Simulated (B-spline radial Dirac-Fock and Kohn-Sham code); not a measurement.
K-line shifts caused by a second vacancy in Co⁵⁺

System: Co⁵⁺, configuration 1s2 2s2 2p6 3s2 3p6 3d4, inside a Watson sphere of charge -5 and radius 2.7 Å (a model of the Madelung potential; inside it an electron's potential energy is raised by 26.7 eV).

The computed values come from an atomic code on a B-spline grid: ΔSCF Dirac-Fock with Breit, self-energy and vacuum polarisation, finite nucleus, configuration average. Each two-hole energy is an average over J within one jj subconfiguration, not an observable level; in light atoms, where LS coupling holds, the j-resolved values are not observed lines, and for a K spectator the Kα1 hypersatellite is nearly forbidden. Correlation energy is missing from these numbers.

Lines without a spectator: Kα2 (K-L2) 6912.1 eV, Kα1 (K-L3) 6926.5 eV, Kβ3 (K-M2) 7655.4 eV, Kβ1 (K-M3) 7657.4 eV. Shifts in eV with one spectator hole (a dash: not computed, or left out as unreliable):

```tsv
spectator hole	Kα2	Kα1	Kβ3	Kβ1
K (1s)	+284.0	+286.4	+357.1	+357.5
L2 (2p1/2)	+26.48	+32.5	–	+76.0
L3 (2p3/2)	+30.1	+28.87	+73.4	–
M2 (3p1/2)	–	+2.70	+7.83	+9.58
M3 (3p3/2)	+2.46	–	+9.15	+8.70
```

With n spectator holes in 2p, averaged over the 2p shell (energies in eV):

| n | KαLⁿ | step | hypersatellite KαʰLⁿ |
| --- | --- | --- | --- |
| 0 | 6921.7 | – | 7207.3 |
| 1 | 6951.7 | +30.0 | 7238.6 |
| 2 | 6982.9 | +31.2 | 7271.1 |
| 3 | 7015.4 | +32.5 | 7304.8 |
| 4 | 7049.1 | +33.7 | 7339.8 |
| 5 | 7084.0 | +34.9 | 7376.0 |
